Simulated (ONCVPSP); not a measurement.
# Before and after: ONCV potential for As (Z = 33)

| Property | Result |
| --- | --- |
| Element | arsenic (As) |
| Generator | ONCVPSP 4.0.1 |
| Type | optimised norm-conserving Vanderbilt (ONCV) |
| Functional | PBEsol |
| Relativity | scalar-relativistic |
| Frozen core | [Ar] 3d10 |
| Valence charge | 5 |
| Reference configuration | 4s1.5 4p3.5 |
| Partial waves | 4s: rc 1.75 bohr, ncon 4, nbas 7, qcut 3.5 1/bohr, 1 projector; 4p: rc 1.90 bohr, ncon 4, nbas 7, qcut 4.2 1/bohr, 2 projectors, debl 2.1 Ha; d scattering state at 0.18 Ha: rc 1.75 bohr, ncon 4, nbas 7, qcut 5.1 1/bohr, 2 projectors, debl 1.9 Ha |
| Local potential | polynomial inside 1.10 bohr (lpopt 5, dvloc0 1 Ha) |
| Core correction | Teter function, fcfact 3.25, rcfact 1.25 |

All-electron outer shells of the reference configuration (PBEsol, scalar-relativistic, ld1.x):

| shell | level (eV) | outermost node (bohr) | outermost maximum (bohr) |
| --- | --- | --- | --- |
| 3p | -134.33 | 0.22 | 0.52 |
| 3d | -41.48 | – | 0.47 |
| 4s | -14.95 | 0.73 | 1.61 |
| 4p | -5.53 | 0.78 | 1.97 |

Change: s: qcut 2.4; p: qcut 2.8; d: qcut 3.4.

Cutoffs: the cutoffs (Ha) at which the residual kinetic energy of the hardest occupied pseudo-wave falls to 1 and 0.1 mHa per electron; they do not see the model core or the augmentation charge, which bear on the density cutoff. Errors are all-electron minus pseudo energies relative to the spin-unpolarised reference configuration.

Q: How do hardness, ghosts and transferability respond?

A: The potential gets harder (29 Ha and 38 Ha → 35 Ha and 42 Ha); both files keep a bound ghost (d, s); of the 3 tests that both files solve, the error grows in 3 and shrinks in 0 by more than 15 % and 0.3 meV (median size 3.9 → 5.3 meV); the range in which the d phases agree narrows (upper end 4.9 → 3.6).

```csv
quantity,base,changed
"cutoff, loose",29 Ha,35 Ha
"cutoff, tight",38 Ha,42 Ha
loose cutoff by channel,"s 29 Ha, p 7.7 Ha","s 35 Ha, p 9.2 Ha"
bound ghosts,"s, d","s, d"
GHOST(+) flags under 300 eV,none,none
tests with a reliable result,3 of 4,3 of 4
"error for 4s2 4p3, meV [ΔE -4.68 eV]",-2.9,-5.3
"error for 4s2 4p2, meV [ΔE 4.48 eV]",-3.9,-5.0
"error for 4s2 4p1, meV [ΔE 22.42 eV]",-38,-48
s: phases at 1.77 bohr within 0.05 rad from the reference energy up to (Ha; the scan ends near 5),4.5,4.1
p: phases at 1.93 bohr within 0.05 rad from the reference energy up to (Ha; the scan ends near 5),3.8,3.8
d: phases at 1.77 bohr within 0.05 rad from the reference energy up to (Ha; the scan ends near 5),4.9,3.6
"rms error of d²Exc/dni dnj with the model core, mHa",1.46,1.27
```

Base: The cutoffs count occupied waves only; projector 2 of the d channel, the hardest unoccupied one, needs 78 Ha at the loose tolerance. A true bound ghost makes a file unfit for plane-wave use even where its test errors are small: the radial tests pick states by their node count and pass the ghost by.
